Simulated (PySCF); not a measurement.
# [WS2]2+, singlet: molecular constants

These are results of PySCF, PBE0, basis W def2-TZVP with ECP60, S def2-TZVP (scalar-relativistic core potentials, no spin–orbit coupling, density fitting), not measurements.

The structure is a minimum.

Z-matrix (Å, degrees; charge 2 multiplicity 1):
```
W
S  1 2.0643
S  1 2.0643 2 104.00
```

- Point group: C2v
- Bond lengths: W–S 2.064 Å (×2)
- Bond angles: S–W–S 104.0°
- Principal polarisabilities: 31.1, 46.2, 90.0 bohr³
- Heat capacity Cp at 298.15 K: 49.4 J/(mol K)
- Rotational constants: 0.22, 0.09962, 0.06857 cm⁻¹
- Lowest empty level: -16.88 eV
- Entropy at 298.15 K and 1 bar: 294.0 J/(mol K)
- Zero-point energy: 8.6 kJ/mol
- Highest occupied level: -19.04 eV
- Rotational symmetry number: 2
- Dipole moment about the centre of mass: 0.49 D
- Enthalpy at 298.15 K above 0 K: 12.09 kJ/mol
- Principal quadrupole moments (Buckingham, traceless) about the centre of mass: -6.92, -0.32, 7.24 D Å

Harmonic modes (masses in u: W 183.951, S 31.972):
```csv
symmetry,ω (cm⁻¹),IR (km/mol),μ (u)
a1,238,1.9,35.89
b2,582,7.6,37.47
a1,610,0.6,35.68
```

In C2v the vibrations span 2a1 + b2. Here b1 is antisymmetric to the molecular plane and b2 lies in it.

Charges (e):
```json
{"atom": "W1", "Mulliken": "1.38", "Löwdin": "0.67", "polar tensor": "1.58", "Mayer order to W1": "–"}
{"atom": "S2,3", "Mulliken": "0.31", "Löwdin": "0.67", "polar tensor": "0.21", "Mayer order to W1": "2.52"}
```

Mulliken populations on W1 (electrons outside its core potential): s 2.33, p 6.14, d 4.09, f 0.05.

Formally W is in oxidation state +6, d0. A d0 centre has no lone pair, yet it is C2v rather than linear: covalent bonding through the d orbitals favours lower symmetry. The polar-tensor charge on W, 1.58, is far below the formal one.

Other isomers or separated fragments may lie lower. No spin–orbit coupling is included, which matters more the heavier the element.

The final relaxation and frequency run took 110 s on 2 threads of a shared Intel Xeon @ 2.50GHz (Skylake/Cascade Lake) host, with 114 basis functions and 9 gradients; the process peaked at 0.99 GiB.
